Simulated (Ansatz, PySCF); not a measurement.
C₃H₇NSi, SMILES CC1=NC[SiH2]1. Atoms are numbered in the order given.

```xyz
12

C      2.1986    -0.0615     0.0025
C      0.7174    -0.0776    -0.1025
N      0.0778    -0.6069    -1.0889
C     -1.3551    -0.3943    -0.7793
Si    -0.8317     0.4844     0.8303
H      2.6438    -0.5587    -0.8718
H      2.5734     0.9729     0.0628
H      2.5294    -0.5743     0.9200
H     -1.8951    -1.3517    -0.7014
H     -1.8510     0.2007    -1.5632
H     -1.1469    -0.1613     2.1444
H     -1.0864     1.9537     0.9699
```

Geometry: PBE0-D3(BJ)/def2-SVP. This is a generated structure with no PubChem entry under its InChIKey; it may be hypothetical.

Two levels are set side by side: PBE-D3(BJ)/def2-SVP (Ansatz, a first-principles code) and PBE0-D3(BJ)/def2-SVP (Ansatz). Each level has its own optimised geometry; the coordinates shown are those of the second. Frequencies come from the Hessian of PySCF at each geometry. Differences are taken from unrounded values.

```json
[
 {"quantity": "mean bond length (Å)", "PBE0-D3(BJ)": "1.380"},
 {"quantity": "bond C1–C2 (Å)", "PBE0-D3(BJ)": "1.485"},
 {"quantity": "bond C2–N3 (Å)", "PBE0-D3(BJ)": "1.289"},
 {"quantity": "bond C2–Si5 (Å)", "PBE0-D3(BJ)": "1.894"},
 {"quantity": "bond N3–C4 (Å)", "PBE0-D3(BJ)": "1.481"},
 {"quantity": "bond C4–Si5 (Å)", "PBE0-D3(BJ)": "1.907"},
 {"quantity": "bond C1–H6 (Å)", "PBE0-D3(BJ)": "1.100"},
 {"quantity": "bond C1–H7 (Å)", "PBE0-D3(BJ)": "1.102"},
 {"quantity": "bond C1–H8 (Å)", "PBE0-D3(BJ)": "1.102"},
 {"quantity": "bond C4–H9 (Å)", "PBE0-D3(BJ)": "1.102"},
 {"quantity": "bond C4–H10 (Å)", "PBE0-D3(BJ)": "1.102"},
 {"quantity": "bond Si5–H11 (Å)", "PBE0-D3(BJ)": "1.498"},
 {"quantity": "bond Si5–H12 (Å)", "PBE0-D3(BJ)": "1.498"},
 {"quantity": "highest harmonic wavenumber (cm⁻¹)", "PBE0-D3(BJ)": "3167"},
 {"quantity": "mean harmonic wavenumber (cm⁻¹)", "PBE0-D3(BJ)": "1346"},
 {"quantity": "zero-point energy (kcal/mol)", "PBE0-D3(BJ)": "57.73"}
]
```

Question: What does PBE-D3(BJ) give, and how far is it from PBE0-D3(BJ)? (Estimate from the structure and the level; the computed values follow.)

Answer: 
| quantity | PBE-D3(BJ) | PBE-D3(BJ) minus PBE0-D3(BJ) |
|---|---|---|
| mean bond length (Å) | 1.391 | 0.011 |
| bond C1–C2 (Å) | 1.491 | 0.006 |
| bond C2–N3 (Å) | 1.304 | 0.014 |
| bond C2–Si5 (Å) | 1.906 | 0.013 |
| bond N3–C4 (Å) | 1.495 | 0.013 |
| bond C4–Si5 (Å) | 1.922 | 0.015 |
| bond C1–H6 (Å) | 1.108 | 0.008 |
| bond C1–H7 (Å) | 1.110 | 0.009 |
| bond C1–H8 (Å) | 1.110 | 0.009 |
| bond C4–H9 (Å) | 1.110 | 0.008 |
| bond C4–H10 (Å) | 1.110 | 0.008 |
| bond Si5–H11 (Å) | 1.510 | 0.012 |
| bond Si5–H12 (Å) | 1.510 | 0.012 |
| highest harmonic wavenumber (cm⁻¹) | 3073 | -94 |
| mean harmonic wavenumber (cm⁻¹) | 1297 | -49 |
| zero-point energy (kcal/mol) | 55.61 | -2.12 |

Exact exchange shortens and stiffens bonds; PBE has none. Differences between two approximate levels are no errors against the true value.
